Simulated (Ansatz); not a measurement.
`[SiH3]N([SiH3])B(N([SiH3])[SiH3])N([SiH3])[SiH3]`. The species carries charge 0 and has multiplicity 1. The geometry is a stationary point of PBE0-D4/def2-TZVP. It is one conformer, not always the lowest.

```xyz
28

Si   -1.970    1.478   -1.385
N    -0.370    1.176   -0.762
Si    0.814    2.448   -0.901
B    -0.006    0.000    0.004
N    -0.387   -1.316   -0.467
Si   -0.371   -1.597   -2.188
Si   -1.036   -2.568    0.557
N     0.820    0.135    1.187
Si    2.063   -1.060    1.447
Si    0.527    1.297    2.453
H    -2.872    0.387   -0.943
H    -1.986    1.588   -2.866
H    -2.454    2.772   -0.830
H     0.358    3.344   -1.997
H     2.140    1.873   -1.238
H     0.946    3.259    0.338
H     0.881   -1.063   -2.778
H    -1.529   -0.981   -2.889
H    -0.437   -3.069   -2.386
H    -1.185   -2.034    1.933
H    -0.183   -3.784    0.570
H    -2.373   -2.959    0.034
H     2.813   -1.294    0.188
H     1.528   -2.360    1.932
H     2.975   -0.515    2.487
H     1.664    2.236    2.629
H     0.345    0.561    3.734
H    -0.714    2.047    2.139
```

Task: What is the dipole moment at PBE/def2-TZVPP? (Estimate.)

Result: The calculation gave: 0.11 D, with components (0.10, -0.01, -0.06) D in this frame, pointing from negative to positive charge.

Task: And with r2SCAN, B3LYP, ωB97M-V? (Estimate.)

Result: Ansatz gave: r2SCAN 0.12 D, B3LYP 0.10 D, ωB97M-V 0.12 D.

Task: Give the Mulliken charges with PBE, B3LYP, r2SCAN in def2-TZVPP. (Best estimate.)

Result: The calculation gave: 
```csv
atom,PBE,B3LYP,r2SCAN
Si1,0.18,0.25,0.29
N2,-0.13,-0.23,-0.29
Si3,0.20,0.27,0.30
B4,0.06,0.15,0.21
N5,-0.13,-0.23,-0.29
Si6,0.20,0.27,0.30
Si7,0.18,0.25,0.29
N8,-0.13,-0.23,-0.29
Si9,0.20,0.27,0.30
Si10,0.18,0.25,0.29
H11,-0.04,-0.05,-0.05
H12,-0.04,-0.05,-0.06
H13,-0.05,-0.06,-0.06
H14,-0.05,-0.07,-0.07
H15,-0.05,-0.06,-0.06
H16,-0.04,-0.06,-0.06
H17,-0.05,-0.06,-0.06
H18,-0.04,-0.06,-0.06
H19,-0.05,-0.07,-0.07
H20,-0.04,-0.05,-0.05
H21,-0.04,-0.05,-0.06
H22,-0.05,-0.06,-0.06
H23,-0.05,-0.06,-0.06
H24,-0.04,-0.06,-0.06
H25,-0.05,-0.07,-0.07
H26,-0.04,-0.05,-0.06
H27,-0.05,-0.06,-0.06
H28,-0.04,-0.05,-0.05
```

B3LYP here is the variant with VWN-RPA as its local correlation; programs differ in this.
